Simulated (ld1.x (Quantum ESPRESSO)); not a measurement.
# Scattering properties, ultrasoft potential for tellurium

ld1.x (Quantum ESPRESSO) 7.5 input, shortened:

```
&input
   title='Te', zed=52., rel=1, dft='PZ', iswitch=3,
   config='[Kr] 4d10 5s2 5p2 5d-2'
 /
 &inputp
   pseudotype=3, tm=.true., lloc=-1, rcloc=2.10,
   nlcc=.false.,
   which_augfun='PSQ', rmatch_augfun_nc=.true.
 /
6
5S  1  0   2.00   0.00  1.90  2.05  0.0
5S  1  0   0.00  -0.80  1.90  2.05  0.0
5P  2  1   2.00   0.00  1.65  2.25  0.0
5P  2  1   0.00  -1.20  1.65  2.25  0.0
5D  3  2  -2.00  -0.15  1.45  1.90  0.0
5D  3  2  -2.00   0.20  1.45  1.90  0.0
 &test
   configts(1)='5s2 5p2'
 /
```

The phase is arctan(r·u′/u) with u = r·R(r), unwrapped; energies in Ry, scanned from -4 to 5 Ry. A pole is an energy at which the radial function vanishes at the test radius. The pseudo phase is shifted by a multiple of π to meet the all-electron one at the reference energy, and phase errors are pseudo minus all-electron; the curves can meet again beyond the range given. Levels narrower than the energy grid can be missing from the lists of poles.

```tsv
channel	radius (bohr)	reference energy (Ry)	poles, all-electron	poles, pseudo	unbroken range about the reference energy with phases within 0.05 rad	phase error 1 Ry above the reference energy (rad)
s	2.44	-2.43	-1.14	-1.14, 3.90	below 2.3	+0.000
p	2.44	-1.66	0.30	0.30	below 3.2	-0.000
d	2.44	-0.15	2.83	-3.65, 2.85	above -3.5	-0.000
```

Note: ghost state, extra bound levels that the all-electron valence spectrum of the same l lacks: d at -49.1 eV. A true bound ghost makes a file unfit for plane-wave use.

Phases in the d channel:

| E (Ry) | all-electron | pseudo |
| --- | --- | --- |
| -4.00 | 1.371 | 4.405 |
| -3.52 | 1.330 | 1.398 |
| -3.04 | 1.294 | 1.306 |
| -2.56 | 1.252 | 1.256 |
| -2.08 | 1.193 | 1.194 |
| -1.60 | 1.101 | 1.101 |
| -1.12 | 0.933 | 0.933 |
| -0.64 | 0.564 | 0.563 |
| -0.16 | -0.231 | -0.231 |
| 0.32 | -0.928 | -0.928 |
| 0.80 | -1.232 | -1.232 |
| 1.28 | -1.377 | -1.377 |
| 1.76 | -1.462 | -1.461 |
| 2.24 | -1.519 | -1.518 |
| 2.72 | -1.562 | -1.561 |
| 3.20 | -1.599 | -1.596 |
| 3.68 | -1.632 | -1.627 |
| 4.16 | -1.665 | -1.658 |
| 4.64 | -1.702 | -1.689 |
